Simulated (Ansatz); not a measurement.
[closo-1-(NH2)B7H6]2- (B7NH8²⁻). The state is a singlet with charge -2. Geometry PBE-D4/def2-SVPD; atoms count from 1.

```csv
atom,x (Å),y (Å),z (Å)
B1,-0.921,1.226,-0.174
B2,-1.134,0.050,0.989
B3,0.575,0.319,0.395
B4,0.476,-0.966,-0.927
B5,-0.276,-1.307,0.519
B6,-1.274,-0.466,-0.764
B7,0.096,0.607,-1.345
H8,-1.410,2.356,-0.163
H9,-1.814,0.154,2.011
N10,1.806,0.832,1.162
H11,2.025,0.168,1.914
H12,2.620,0.800,0.535
H13,1.209,-1.727,-1.565
H14,-0.204,-2.368,1.146
H15,-2.260,-0.877,-1.379
H16,0.486,1.201,-2.353
```

A multiply charged anion in the gas phase is held together partly by the finite basis. The highest occupied level of the charge -2 singlet lies above zero (up to 2.61 eV). The electron is either unbound and held by the finite basis, or the level is raised by self-interaction error.

**Question.** Estimate the Mulliken populations from the PBE0/def2-TZVPD orbitals of Ansatz.

**Answer.** 
```json
{"atom": "B1", "charge (e)": "0.26"}
{"atom": "B2", "charge (e)": "0.43"}
{"atom": "B3", "charge (e)": "-0.86"}
{"atom": "B4", "charge (e)": "0.29"}
{"atom": "B5", "charge (e)": "0.08"}
{"atom": "B6", "charge (e)": "-0.73"}
{"atom": "B7", "charge (e)": "0.33"}
{"atom": "H8", "charge (e)": "-0.19"}
{"atom": "H9", "charge (e)": "-0.19"}
{"atom": "N10", "charge (e)": "-1.08"}
{"atom": "H11", "charge (e)": "0.17"}
{"atom": "H12", "charge (e)": "0.17"}
{"atom": "H13", "charge (e)": "-0.19"}
{"atom": "H14", "charge (e)": "-0.18"}
{"atom": "H15", "charge (e)": "-0.13"}
{"atom": "H16", "charge (e)": "-0.19"}
```
Mulliken values depend strongly on the basis. With diffuse functions, as here, like atoms can get unlike values, and bond orders can come out too low or too high.

**Question.** And the Mayer bond orders between heavy atoms (over 0.3)?

**Answer.** B1–B2 0.43 (1.67 Å); B1–B3 0.83 (1.84 Å); B1–B4 0.41 (2.71 Å); B1–B5 0.44 (2.70 Å); B1–B6 0.77 (1.83 Å); B1–B7 0.52 (1.67 Å); B1–N10 0.33 (3.06 Å); B2–B3 0.69 (1.83 Å); B2–B4 0.36 (2.70 Å); B2–B5 0.54 (1.67 Å); B2–B6 0.70 (1.83 Å); B2–B7 0.52 (2.70 Å); B3–B4 1.10 (1.85 Å); B3–B5 1.21 (1.84 Å); B3–B6 1.04 (2.32 Å); B3–B7 0.88 (1.83 Å); B4–B5 0.39 (1.67 Å); B4–B6 0.66 (1.83 Å); B4–B7 0.43 (1.67 Å); B5–B6 0.70 (1.83 Å); B5–B7 0.42 (2.70 Å); B6–B7 0.70 (1.83 Å).
